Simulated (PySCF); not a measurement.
A GIAO shielding run with PySCF 2.14.0 with density-fitted response routines (density fitting, non-relativistic, gas phase) on `[Si](SC)(SC)(SC)SC`, C4H12S4Si:

```
{"job": {"kind": "nmr", "xc": "PBE0", "basis": "pcSseg-1"}, "charge": 0, "multiplicity": 1}
C     -1.938164     0.616928     2.240251
S     -0.852620    -0.775377     1.807027
Si     0.000799    -0.001933    -0.014864
S     -1.478344     0.153343    -1.574413
C     -1.862196    -1.610810    -1.787631
S      0.786750     1.965289     0.382653
C      1.269941     2.436527    -1.305269
S      1.544304    -1.357580    -0.666430
C      2.528825    -1.436766     0.860259
H     -2.461375     0.327320     3.145269
H     -2.644228     0.789927     1.433940
H     -1.332589     1.499866     2.417449
H     -2.195924    -2.025461    -0.841618
H     -2.655475    -1.666198    -2.525194
H     -0.977034    -2.128029    -2.143118
H      1.712492     3.424205    -1.233622
H      0.386201     2.461017    -1.934222
H      1.994616     1.724106    -1.686807
H      1.919581    -1.852453     1.655945
H      2.873817    -0.440987     1.120185
H      3.371701    -2.085990     0.649739
```

Hardware: 1 thread of an Arm Neoverse V1, shared host. The job also computes population analyses, field gradients.

Question: How large is the calculation?

Answer: 114 electrons, 248 basis functions and 1405 auxiliary functions.

Question: How long does it take?

Answer: 66 s of wall time, with 13 SCF cycles and 5 response iterations. Times on a shared host scatter by some tens of per cent.
